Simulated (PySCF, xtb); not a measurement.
In(F)(Cl)(OMe) (CH₃ClFInO), SMILES C[O][In]([F])[Cl]. One conformer was computed; it need not be the lowest.

Harmonic wavenumbers (cm⁻¹) from GFN2-xTB run with xtb at its own minimum, in rising order: 49, 51, 72, 84, 151, 211, 278, 345, 362, 1021, 1116, 1128, 1391, 1437, 1462, 2892, 2898, 2927.

Question: What does PySCF 2.14.0 with PBE-D3(BJ)/def2-SVP give at its own minimum? (Estimate from the structure and the level; the computed values follow.)

Answer: 44, 77, 80, 106, 117, 241, 353, 518, 603, 1052, 1121, 1141, 1403, 1416, 1426, 2911, 2986, 3007. Paired by order, the mean absolute difference is 51 cm⁻¹ and the zero-point energies are 25.6 and 26.6 kcal/mol.
